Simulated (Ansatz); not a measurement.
Ansatz (a quantum-chemistry and plane-wave program) input (PBE/def2-SVP):

Ansatz 0.2 input:
```yaml
crystal:
  periodic: [false, false, false]
  atoms:
    - {symbol: Ce, position_ang: [0.03012100, 0.11674400, 0.06311800]}
    - {symbol: O, position_ang: [1.18509900, -0.17020500, -1.31438600]}
    - {symbol: O, position_ang: [-1.40347400, -0.67618900, 0.85677900]}
basis:
  gaussian:
    orbitals: def2-SVP
hamiltonian:
  xc: {name: PBE}
output: {forces: true}
```

Output:

```
Functional definition: PBE
integrals: 0.05 GiB planned
942 factors; their error is unknown
mean field: 0.31 GiB planned
mean field evaluation 1: about -16982.6270 eV, gradient 1.4e2 eV
mean field evaluation 2: about -15021.4994 eV, gradient 1.3e3 eV
mean field evaluation 4: about -15854.3038 eV, gradient 9.6e2 eV
mean field evaluation 8: about -17016.3296 eV, gradient 7.2e-2 eV
mean field -17016.32963177 eV, -625.3385798851 hartree, gradient 1.4e-5 eV, S^2 0.000000; 0 other end points of the search recorded, 0 dependent functions left out
the calculation of the forces begins
reference -17016.32967692 eV, -625.3385815442 hartree; 23, 23 occupied and 83, 83 virtual orbitals, 942 factors
Total energy: -17016.32967692 eV, -625.3385815442 hartree
Atom 0 at     0.030121     0.116744     0.063118 Å, force     0.020899     0.081000     0.043793 eV/Å
Atom 1 at     1.185099    -0.170205    -1.314386 Å, force     0.002528    -0.037963    -0.032781 eV/Å
Atom 2 at    -1.403474    -0.676189     0.856779 Å, force    -0.023427    -0.043037    -0.011012 eV/Å
Dipole moment:     0.164048     0.635828     0.343764 e Å
```

The geometry given is a B3LYP-D3(BJ)/def2-TZVP minimum.
